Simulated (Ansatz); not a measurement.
Reactions of C$_{3}$H$_{7}$F (`CC(C)F`).

Program: Ansatz. Geometries: PBE0-D4/def2-TZVP. ΔE: electronic, gas phase. CCSD(T)/CBS is the MP2 limit (def2-TZVPP, def2-QZVPP) plus CCSD(T) − MP2 in def2-TZVPP, frozen cores. This one scheme is used for every species. DFT in def2-TZVPP. B3LYP here is the variant with VWN-RPA as its local correlation; programs differ in this. def2 core potentials past Kr. For Sn outer-core shells are correlated without core-valence functions, which leaves a few kJ/mol of doubt a bond. One conformer a species, not always the lowest.

```json
{"reaction": "`CC(C)F` + `C=N` → `CC(F)C=N` + CH₄", "PBE-D4 (kJ/mol)": "-27", "B3LYP-D4 (kJ/mol)": "-24", "HF/CBS(def2) (kJ/mol)": "-16", "CCSD(T)/CBS(def2) (kJ/mol)": "-21"}
{"reaction": "`CC(C)F` + `OC(F)F` → `CC(F)OC(F)F` + CH₄", "PBE-D4 (kJ/mol)": "12", "B3LYP-D4 (kJ/mol)": "10", "HF/CBS(def2) (kJ/mol)": "10", "CCSD(T)/CBS(def2) (kJ/mol)": "15"}
{"reaction": "`CC(C)F` → `CC` + `[CH]F`", "PBE-D4 (kJ/mol)": "406", "B3LYP-D4 (kJ/mol)": "390", "HF/CBS(def2) (kJ/mol)": "348", "CCSD(T)/CBS(def2) (kJ/mol)": "394"}
{"reaction": "`CC(C)F` + `[OH][Sn][Cl]` → `CC(C)[O][Sn][Cl]` + H–F", "PBE-D4 (kJ/mol)": "2", "B3LYP-D4 (kJ/mol)": "1", "HF/CBS(def2) (kJ/mol)": "26", "CCSD(T)/CBS(def2) (kJ/mol)": "-5"}
{"reaction": "`CC(C)F` + `N=CO` → `CC(F)OC=N` + CH₄", "PBE-D4 (kJ/mol)": "13", "B3LYP-D4 (kJ/mol)": "9", "HF/CBS(def2) (kJ/mol)": "10", "CCSD(T)/CBS(def2) (kJ/mol)": "14"}
```

Largest T1 diagnostic: 0.018, for `[CH]F`.
